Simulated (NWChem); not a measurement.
**Correlation energy of I (-1)**

SMILES: [I-]
```xyz
1

I      0.0000     0.0000     0.0000
```
Charge -1, spin multiplicity 1.

All runs are NWChem calculations.

Basis set: def2-SVPD. Each correlation energy counts from its own Hartree-Fock reference.

Effective core potentials replace the inner electrons of I; spin-orbit coupling is left out. The correlated methods keep 4 core orbitals frozen. Coupled-cluster values serve here as a point of comparison, not as the truth.

Task: One of these methods gave a correlation energy of -122.5 mHa. Which?
A) SCS-MP2
B) CR-CCSD(T)
C) CCSD
D) MP2

Result: A, SCS-MP2. The others give -141.7 (CR-CCSD(T)), -131.5 (MP2), -138.9 (CCSD).
